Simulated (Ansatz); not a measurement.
Method: Ansatz (a first-principles code) with B3LYP-D3(BJ)/def2-TZVP. No frequencies were computed at this level.

Ansatz 0.2 input:
```yaml
crystal:
  periodic: [false, false, false]
  atoms:
    - { symbol: Si, position_ang: [-1.743407, -0.13062, -0.178406] }
    - { symbol: B, position_ang: [0.012497, 0.24832, -0.970705] }
    - { symbol: Si, position_ang: [1.721304, 0.037838, -0.025689] }
    - { symbol: H, position_ang: [-1.848933, -1.508623, 0.332146] }
    - { symbol: H, position_ang: [-2.030983, 0.744542, 0.971658] }
    - { symbol: H, position_ang: [-2.908473, 0.026144, -1.065684] }
    - { symbol: H, position_ang: [0.058236, 0.633142, -2.081092] }
    - { symbol: H, position_ang: [1.641023, -0.471563, 1.352356] }
    - { symbol: H, position_ang: [2.460996, 1.307841, 0.083127] }
    - { symbol: H, position_ang: [2.641329, -0.883799, -0.716287] }
basis:
  gaussian: { orbitals: def2-tzvp }
hamiltonian:
  xc: b3lyp
  dispersion: d3bj
relax:
  max_steps: 150
```

Output:

```
[...]
these checks for a lower state are left out or cut short: starts, cluster_reference, orbital_swaps, neighbouring_geometries, increment
999 factors; their error is unknown
mean field evaluation 32: about -16546.3103 eV, gradient 1.4e-1 eV
mean field -16546.31036129 eV, -608.0656902855 hartree, gradient 2.1e-5 eV, S^2 0.000000; 0 other end points of the search recorded, 0 dependent functions left out
reference -16546.31066103 eV, -608.0657013008 hartree; 20, 20 occupied and 127, 127 virtual orbitals, 999 factors
relax step   4: F+E_penalty+E_count = -16546.65780215 eV  Δ(F+E_penalty+E_count) = -3.229e-4 eV  max|allowed force component| = 1.133e-2 eV/Å  Δτ_max = 0.0071 Å  (30 SCF iters, accepted)
these checks for a lower state are left out or cut short: starts, cluster_reference, orbital_swaps, neighbouring_geometries, increment
999 factors; their error is unknown
mean field -16546.31011625 eV, -608.0656812803 hartree, gradient 2.1e-5 eV, S^2 0.000000; 0 other end points of the search recorded, 0 dependent functions left out
reference -16546.31041580 eV, -608.0656922885 hartree; 20, 20 occupied and 127, 127 virtual orbitals, 999 factors
relax step   5: F+E_penalty+E_count = -16546.65813368 eV  Δ(F+E_penalty+E_count) = -3.315e-4 eV  max|allowed force component| = 2.452e-2 eV/Å  Δτ_max = 0.0166 Å  (28 SCF iters, accepted)
these checks for a lower state are left out or cut short: starts, cluster_reference, orbital_swaps, neighbouring_geometries, increment
999 factors; their error is unknown
mean field -16546.30971136 eV, -608.0656664009 hartree, gradient 2.1e-5 eV, S^2 0.000000; 0 other end points of the search recorded, 0 dependent functions left out
reference -16546.31001082 eV, -608.0656774059 hartree; 20, 20 occupied and 127, 127 virtual orbitals, 999 factors
relax step   6: F+E_penalty+E_count = -16546.65824526 eV  Δ(F+E_penalty+E_count) = -1.116e-4 eV  max|allowed force component| = 8.213e-2 eV/Å  Δτ_max = 0.0141 Å  (30 SCF iters, accepted)
these checks for a lower state are left out or cut short: starts, cluster_reference, orbital_swaps, neighbouring_geometries, increment
999 factors; their error is unknown
mean field -16546.30954119 eV, -608.0656601471 hartree, gradient 2.1e-5 eV, S^2 0.000000; 0 other end points of the search recorded, 0 dependent functions left out
reference -16546.30984057 eV, -608.0656711494 hartree; 20, 20 occupied and 127, 127 virtual orbitals, 999 factors
relax step   7: F+E_penalty+E_count = -16546.65838466 eV  Δ(F+E_penalty+E_count) = -1.394e-4 eV  max|allowed force component| = 1.731e-2 eV/Å  Δτ_max = 0.0094 Å  (29 SCF iters, accepted)
these checks for a lower state are left out or cut short: starts, cluster_reference, orbital_swaps, neighbouring_geometries, increment
999 factors; their error is unknown
mean field evaluation 64: about -16546.3097 eV, gradient 2.1e-5 eV
mean field -16546.30968597 eV, -608.0656654679 hartree, gradient 2.1e-5 eV, S^2 0.000000; 0 other end points of the search recorded, 0 dependent functions left out
reference -16546.30998550 eV, -608.0656764754 hartree; 20, 20 occupied and 127, 127 virtual orbitals, 999 factors
relax step   8: F+E_penalty+E_count = -16546.65852240 eV  Δ(F+E_penalty+E_count) = -1.377e-4 eV  max|allowed force component| = 3.114e-3 eV/Å  Δτ_max = 0.0219 Å  (29 SCF iters, accepted)
these checks for a lower state are left out or cut short: starts, cluster_reference, orbital_swaps, neighbouring_geometries, increment
999 factors; their error is unknown
mean field -16546.30780638 eV, -608.0655963942 hartree, gradient 1.3e-5 eV, S^2 0.000000; 0 other end points of the search recorded, 0 dependent functions left out
reference -16546.30810697 eV, -608.0656074406 hartree; 20, 20 occupied and 127, 127 virtual orbitals, 999 factors
relax step   9: F+E_penalty+E_count = -16546.65656863 eV  Δ(F+E_penalty+E_count) = +1.954e-3 eV  max|allowed force component| = 2.145e-1 eV/Å  Δτ_max = 0.1963 Å  (28 SCF iters, rejected (line search))
these checks for a lower state are left out or cut short: starts, cluster_reference, orbital_swaps, neighbouring_geometries, increment
999 factors; their error is unknown
mean field -16546.31031261 eV, -608.0656884965 hartree, gradient 2.3e-5 eV, S^2 0.000000; 0 other end points of the search recorded, 0 dependent functions left out
reference -16546.31061274 eV, -608.0656995259 hartree; 20, 20 occupied and 127, 127 virtual orbitals, 999 factors
relax step  10: F+E_penalty+E_count = -16546.65910726 eV  Δ(F+E_penalty+E_count) = -5.849e-4 eV  max|allowed force component| = 6.060e-2 eV/Å  Δτ_max = 0.0952 Å  (27 SCF iters, accepted)
these checks for a lower state are left out or cut short: starts, cluster_reference, orbital_swaps, neighbouring_geometries, increment
999 factors; their error is unknown
mean field -16546.31025773 eV, -608.0656864798 hartree, gradient 2.3e-5 eV, S^2 0.000000; 0 other end points of the search recorded, 0 dependent functions left out
reference -16546.31055818 eV, -608.0656975211 hartree; 20, 20 occupied and 127, 127 virtual orbitals, 999 factors
relax step  11: F+E_penalty+E_count = -16546.65904416 eV  Δ(F+E_penalty+E_count) = +6.310e-5 eV  max|allowed force component| = 1.269e-1 eV/Å  Δτ_max = 0.0953 Å  (27 SCF iters, rejected (line search))
these checks for a lower state are left out or cut short: starts, cluster_reference, orbital_swaps, neighbouring_geometries, increment
999 factors; their error is unknown
mean field -16546.31105797 eV, -608.0657158881 hartree, gradient 2.1e-5 eV, S^2 0.000000; 0 other end points of the search recorded, 0 dependent functions left out
reference -16546.31135830 eV, -608.0657269249 hartree; 20, 20 occupied and 127, 127 virtual orbitals, 999 factors
relax step  12: F+E_penalty+E_count = -16546.65971329 eV  Δ(F+E_penalty+E_count) = -6.060e-4 eV  max|allowed force component| = 5.217e-2 eV/Å  Δτ_max = 0.0460 Å  (28 SCF iters, accepted)
these checks for a lower state are left out or cut short: starts, cluster_reference, orbital_swaps, neighbouring_geometries, increment
999 factors; their error is unknown
mean field evaluation 96: about -16546.3114 eV, gradient 3.7e-5 eV
mean field -16546.31138326 eV, -608.0657278422 hartree, gradient 2.1e-5 eV, S^2 0.000000; 0 other end points of the search recorded, 0 dependent functions left out
reference -16546.31168365 eV, -608.0657388812 hartree; 20, 20 occupied and 127, 127 virtual orbitals, 999 factors
relax step  13: F+E_penalty+E_count = -16546.66002972 eV  Δ(F+E_penalty+E_count) = -3.164e-4 eV  max|allowed force component| = 9.127e-2 eV/Å  Δτ_max = 0.0486 Å  (27 SCF iters, accepted)
these checks for a lower state are left out or cut short: starts, cluster_reference, orbital_swaps, neighbouring_geometries, increment
999 factors; their error is unknown
mean field -16546.31295824 eV, -608.0657857217 hartree, gradient 2.2e-5 eV, S^2 0.000000; 0 other end points of the search recorded, 0 dependent functions left out
reference -16546.31325863 eV, -608.0657967608 hartree; 20, 20 occupied and 127, 127 virtual orbitals, 999 factors
relax step  14: F+E_penalty+E_count = -16546.66160209 eV  Δ(F+E_penalty+E_count) = -1.572e-3 eV  max|allowed force component| = 4.746e-2 eV/Å  Δτ_max = 0.0717 Å  (27 SCF iters, accepted)
these checks for a lower state are left out or cut short: starts, cluster_reference, orbital_swaps, neighbouring_geometries, increment
999 factors; their error is unknown
mean field -16546.31372244 eV, -608.0658138054 hartree, gradient 2.3e-5 eV, S^2 0.000000; 0 other end points of the search recorded, 0 dependent functions left out
reference -16546.31402221 eV, -608.0658248218 hartree; 20, 20 occupied and 127, 127 virtual orbitals, 999 factors
relax step  15: F+E_penalty+E_count = -16546.66235744 eV  Δ(F+E_penalty+E_count) = -7.554e-4 eV  max|allowed force component| = 1.063e-1 eV/Å  Δτ_max = 0.1106 Å  (26 SCF iters, accepted)
these checks for a lower state are left out or cut short: starts, cluster_reference, orbital_swaps, neighbouring_geometries, increment
999 factors; their error is unknown
mean field -16546.31424174 eV, -608.0658328893 hartree, gradient 1.6e-5 eV, S^2 0.000000; 0 other end points of the search recorded, 0 dependent functions left out
reference -16546.31454147 eV, -608.0658439041 hartree; 20, 20 occupied and 127, 127 virtual orbitals, 999 factors
relax step  16: F+E_penalty+E_count = -16546.66299077 eV  Δ(F+E_penalty+E_count) = -6.333e-4 eV  max|allowed force component| = 8.194e-2 eV/Å  Δτ_max = 0.0060 Å  (24 SCF iters, accepted)
these checks for a lower state are left out or cut short: starts, cluster_reference, orbital_swaps, neighbouring_geometries, increment
999 factors; their error is unknown
mean field -16546.31491834 eV, -608.0658577538 hartree, gradient 2.1e-5 eV, S^2 0.000000; 0 other end points of the search recorded, 0 dependent functions left out
reference -16546.31521737 eV, -608.0658687432 hartree; 20, 20 occupied and 127, 127 virtual orbitals, 999 factors
relax step  17: F+E_penalty+E_count = -16546.66413187 eV  Δ(F+E_penalty+E_count) = -1.141e-3 eV  max|allowed force component| = 7.225e-3 eV/Å  Δτ_max = 0.0394 Å  (28 SCF iters, accepted)
these checks for a lower state are left out or cut short: starts, cluster_reference, orbital_swaps, neighbouring_geometries, increment
999 factors; their error is unknown
mean field evaluation 128: about -16546.2683 eV, gradient 2.4e-2 eV
mean field -16546.31544936 eV, -608.0658772686 hartree, gradient 2.2e-5 eV, S^2 0.000000; 0 other end points of the search recorded, 0 dependent functions left out
reference -16546.31574746 eV, -608.0658882235 hartree; 20, 20 occupied and 127, 127 virtual orbitals, 999 factors
relax step  18: F+E_penalty+E_count = -16546.66492458 eV  Δ(F+E_penalty+E_count) = -7.927e-4 eV  max|allowed force component| = 1.993e-2 eV/Å  Δτ_max = 0.0744 Å  (27 SCF iters, accepted)
these checks for a lower state are left out or cut short: starts, cluster_reference, orbital_swaps, neighbouring_geometries, increment
999 factors; their error is unknown
mean field -16546.31497169 eV, -608.0658597144 hartree, gradient 2.1e-5 eV, S^2 0.000000; 0 other end points of the search recorded, 0 dependent functions left out
reference -16546.31526882 eV, -608.0658706338 hartree; 20, 20 occupied and 127, 127 virtual orbitals, 999 factors
relax step  19: F+E_penalty+E_count = -16546.66443066 eV  Δ(F+E_penalty+E_count) = +4.939e-4 eV  max|allowed force component| = 6.724e-2 eV/Å  Δτ_max = 0.1291 Å  (27 SCF iters, rejected (line search))
these checks for a lower state are left out or cut short: starts, cluster_reference, orbital_swaps, neighbouring_geometries, increment
999 factors; their error is unknown
mean field -16546.31602416 eV, -608.0658983921 hartree, gradient 2.1e-5 eV, S^2 0.000000; 0 other end points of the search recorded, 0 dependent functions left out
reference -16546.31632169 eV, -608.0659093262 hartree; 20, 20 occupied and 127, 127 virtual orbitals, 999 factors
relax step  20: F+E_penalty+E_count = -16546.66525197 eV  Δ(F+E_penalty+E_count) = -3.274e-4 eV  max|allowed force component| = 4.421e-2 eV/Å  Δτ_max = 0.0639 Å  (27 SCF iters, accepted)
these checks for a lower state are left out or cut short: starts, cluster_reference, orbital_swaps, neighbouring_geometries, increment
999 factors; their error is unknown
mean field -16546.31576620 eV, -608.0658889122 hartree, gradient 2.2e-5 eV, S^2 0.000000; 0 other end points of the search recorded, 0 dependent functions left out
reference -16546.31606351 eV, -608.0658998380 hartree; 20, 20 occupied and 127, 127 virtual orbitals, 999 factors
relax step  21: F+E_penalty+E_count = -16546.66457898 eV  Δ(F+E_penalty+E_count) = +6.730e-4 eV  max|allowed force component| = 7.920e-2 eV/Å  Δτ_max = 0.0850 Å  (27 SCF iters, rejected (line search))
these checks for a lower state are left out or cut short: starts, cluster_reference, orbital_swaps, neighbouring_geometries, increment
999 factors; their error is unknown
mean field evaluation 160: about -16546.3164 eV, gradient 2.1e-5 eV
mean field -16546.31640429 eV, -608.0659123615 hartree, gradient 2.1e-5 eV, S^2 0.000000; 0 other end points of the search recorded, 0 dependent functions left out
reference -16546.31670158 eV, -608.0659232868 hartree; 20, 20 occupied and 127, 127 virtual orbitals, 999 factors
relax step  22: F+E_penalty+E_count = -16546.66551969 eV  Δ(F+E_penalty+E_count) = -2.677e-4 eV  max|allowed force component| = 9.931e-3 eV/Å  Δτ_max = 0.0330 Å  (27 SCF iters, accepted)
999 factors; their error is unknown
mean field -16546.31640429 eV, -608.0659123615 hartree, gradient 2.4e-5 eV, S^2 0.000000; 1 other end points of the search recorded, 0 dependent functions left out
reference -16546.31670158 eV, -608.0659232868 hartree; 20, 20 occupied and 127, 127 virtual orbitals, 999 factors
Total energy: -16546.66581698 eV, -608.0787530412 hartree
Atom 0 at    -1.750072    -0.222181    -0.200514 Å, force    -0.009931     0.007461     0.000565 eV/Å
Atom 1 at    -0.000003     0.484279    -0.879823 Å, force     0.000042    -0.000779    -0.002711 eV/Å
Atom 2 at     1.749224     0.033357    -0.007099 Å, force     0.006257     0.001156    -0.004863 eV/Å
Atom 3 at    -1.613069    -1.495160     0.550244 Å, force    -0.000578     0.002063    -0.000672 eV/Å
Atom 4 at    -2.222923     0.817853     0.759631 Å, force     0.002499    -0.009120    -0.007504 eV/Å
Atom 5 at    -2.794482    -0.395232    -1.241232 Å, force     0.007721     0.001389     0.006861 eV/Å
Atom 6 at     0.002232     1.198480    -1.835256 Å, force     0.000787    -0.003593     0.006413 eV/Å
Atom 7 at     1.609724    -0.356773     1.417993 Å, force    -0.000267     0.000685    -0.001491 eV/Å
Atom 8 at     2.778537     1.098106    -0.108583 Å, force    -0.003837    -0.004752     0.000345 eV/Å
Atom 9 at     2.244421    -1.159507    -0.753937 Å, force    -0.002694     0.005489     0.003057 eV/Å
Dipole moment:    -0.000466     0.049666    -0.067614 e Å
```

Cost: roughly 60 core-seconds.
